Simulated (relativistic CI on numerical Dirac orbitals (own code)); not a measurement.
Electric-dipole transitions in Pb³²⁺

These numbers are calculated, not measured: Dirac-Coulomb-Breit CI, KLI orbitals optimised for each configuration, model QED (radiative potential, 1s self-energy scaled to tabulated hydrogen-like ionisation energies), unscaled Slater integrals (own radial code, finite nucleus).

CI space (outside the closed core [Ar] 3d10 4p6): 4s2 4d10 4f4, 4s2 4d10 4f3 5s, 4s2 4d10 4f3 5p, 4s2 4d10 4f2 5s2, 4s2 4d10 4f2 5s 5p, 4s2 4d10 4f3 5d, 4s2 4d10 4f2 5p2, 4s2 4d10 4f2 5s 5d, 4s 4d10 4f5, 4s2 4d9 4f3 5s2, 4s2 4d10 4f3 5f, 4s2 4d10 4f3 6s, 4s2 4d10 4f3 6p. Levels of other configurations are missing.

```
λ vac (Å)                        Lower                       Upper   A (s⁻¹)  log gf  S velocity/length
   218.82  4s2 4d10 4f3 5s 5I°_4 [108]  4s2 4d10 4f3 5p 3H_4 [191]  8.39e+09   -0.27               0.95
   222.64  4s2 4d10 4f3 5s 5I°_6 [110]  4s2 4d10 4f3 5p 5I_5 [194]  1.82e+10    0.17               0.94
   223.45  4s2 4d10 4f3 5s 5I°_5 [109]  4s2 4d10 4f3 5p 3H_4 [191]  1.93e+10    0.11               0.94
   223.53  4s2 4d10 4f3 5s 3H°_4 [116]  4s2 4d10 4f3 5p 3H_4 [199]  7.30e+09   -0.31               0.96
   223.62  4s2 4d10 4f3 5s 5I°_7 [115]  4s2 4d10 4f3 5p 5K_7 [198]  1.11e+10    0.10               0.96
   223.81  4s2 4d10 4f3 5s 5F°_3 [118]  4s2 4d10 4f3 5p 3F_2 [200]  1.96e+10   -0.13               0.95
   223.86  4s2 4d10 4f3 5s 5I°_5 [111]  4s2 4d10 4f3 5p 5I_5 [194]  7.85e+09   -0.19               0.95
   223.87  4s2 4d10 4f3 5s 3G°_5 [117]  4s2 4d10 4f3 5p 3H_4 [199]  1.79e+10    0.08               0.94
   223.99  4s2 4d10 4f3 5s 5F°_2 [113]  4s2 4d10 4f3 5p 3D_1 [195]  2.18e+10   -0.31               0.95
   224.57  4s2 4d10 4f3 5s 5F°_1 [112]  4s2 4d10 4f3 5p 3F_2 [193]  1.39e+10   -0.28               0.96
   225.05  4s2 4d10 4f3 5s 5G°_2 [114]  4s2 4d10 4f3 5p 5H_3 [196]  1.41e+10   -0.12               0.97
   225.18  4s2 4d10 4f3 5s 3H°_4 [116]  4s2 4d10 4f3 5p 3I_5 [197]  1.51e+10    0.10               0.96
   225.26  4s2 4d10 4f3 5s 5I°_4 [108]  4s2 4d10 4f3 5p 5K_5 [190]  1.65e+10    0.14               0.98
   225.42  4s2 4d10 4f3 5s 5I°_6 [110]  4s2 4d10 4f3 5p 5K_6 [192]  1.06e+10    0.02               0.96
   225.53  4s2 4d10 4f3 5s 3G°_5 [117]  4s2 4d10 4f3 5p 3I_5 [197]  1.03e+10   -0.06               0.96
   226.67  4s2 4d10 4f3 5s 5I°_5 [111]  4s2 4d10 4f3 5p 5K_6 [192]  1.49e+10    0.17               0.97
   226.92  4s2 4d10 4f3 5s 5F°_3 [118]  4s2 4d10 4f3 5p 5H_3 [196]  1.09e+10   -0.23               0.96
   226.94  4s2 4d10 4f3 5s 5F°_2 [113]  4s2 4d10 4f3 5p 3F_2 [193]  1.28e+10   -0.31               0.96
   228.14  4s2 4d10 4f3 5s 3I°_6 [119]  4s2 4d10 4f3 5p 5K_7 [198]  1.43e+10    0.23               0.96
   230.16  4s2 4d10 4f3 5s 5I°_5 [109]  4s2 4d10 4f3 5p 5K_5 [190]  9.78e+09   -0.07               0.96
```

Terms are leading LS components. Brackets give the number of a level in order of energy, since labels repeat. The list gives strong lines, with weight on those to low levels, among the lowest 200 of 2963 levels, so that lines to higher ones, which can be the strongest, are missing. Levels whose partners in the same complex of configurations lie outside the list can be far off, and so can their lines. Rates are taken at the computed energies, electric ones in the length gauge. A velocity-to-length ratio far from 1 marks an uncertain rate.

At this charge energies of transitions that change n are usually good to better than 1 %, and those within a shell (Δn = 0) to a few per cent. Terms inside the open d or f shell come out 10 to 20 % too wide with unscaled integrals.

LS names give the leading component of a level, which can be under half, so a name can repeat, a term be missing and a line seem to break the LS rules.
